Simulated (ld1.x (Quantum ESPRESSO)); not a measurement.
**molybdenum: one change to a TM potential, before and after**

molybdenum, norm-conserving Troullier–Martins (Kleinman–Bylander form), made with ld1.x (Quantum ESPRESSO) 7.5 (PBE, scalar-relativistic). Core [Kr], reference 4d5 5s1 5p0. Waves: 5p (bound, empty): rc 3.45 bohr; 4d (bound): rc 1.60 bohr; 5s (bound): rc 2.95 bohr. Local part: the s channel. Core correction: none.

All-electron outer shells of the reference configuration (PBE, scalar-relativistic, ld1.x):

```tsv
shell	level (eV)	outermost node (bohr)	outermost maximum (bohr)
4s	-64.35	0.51	0.99
4p	-38.49	0.52	1.08
5s	-4.09	1.34	2.93
4d	-3.75	0.53	1.38
5p	-1.04	1.54	4.11
```

Change: core [Ar] 3d10, valence charge 14; reference 4s2 4p6 4d5 5s0 5p0; waves now 4s (bound): rc 1.65 bohr; 4p (bound): rc 1.40 bohr; 4d (bound): rc 1.60 bohr; local potential the d channel; core correction Bessel-smoothed model core inside 0.95 bohr.

Cutoffs: the cutoffs (Ry, on a coarse ladder) from which the occupation-weighted sum of valence levels, in a spherical-Bessel basis at the reference potential, stays within 10 and 1 mRy of its value at 400 Ry; they do not see the model core or the augmentation charge, which bear on the density cutoff. Errors are all-electron minus pseudo energies relative to the spin-unpolarised reference configuration.

Q: What does the change do?

A: The potential gets harder (45 Ry and 50 Ry → 60 Ry and 110 Ry); neither file shows a bound ghost. The added semicore shells are compact, so their waves need more plane waves. Several settings change at once here, so the effects cannot be laid on one of them.

```csv
quantity,base,changed
"cutoff, loose",45 Ry,60 Ry
"cutoff, tight",50 Ry,110 Ry
bound ghosts,none,none
"largest error over its own tests, meV",-524,+508
```
